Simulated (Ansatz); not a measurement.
Basis-set extrapolation for C$_{3}$H$_{7}$ClSi, SMILES `CC1(Cl)C[SiH2]1` (PBE0-D4/def2-TZVP geometry, frozen core, Ansatz 0.2.0). Multiplicity 1, RHF reference.

```json
{"": "HF", "def2-TZVPP": "-866.126504", "def2-QZVPP": "-866.153685"}
{"": "MP2 correlation", "def2-TZVPP": "-0.829048", "def2-QZVPP": "-0.889813"}
{"": "CCSD(T) correlation", "def2-TZVPP": "-0.923117", "def2-QZVPP": "not run"}
```

Energies in hartree. Use E(X) = E(∞) + A·exp(−7.88·√X) for Hartree–Fock and E(X) = E(∞) + B·X^(−2.97) for correlation, with X = 3 and 4, and add CCSD(T) minus MP2 of the smaller set to the MP2 limit.

Task: What is the CCSD(T) energy at the basis-set limit?

Result: HF limit: -866.153685 + (-0.027181) × 0.13774 = -866.15743. MP2 limit: -0.889813 + (-0.060765) × 0.74074 = -0.93482. Higher-order term: -0.923117 − (-0.829048) = -0.09407. Total: -867.18632 hartree, 3.72 eV below CCSD(T)/def2-TZVPP.
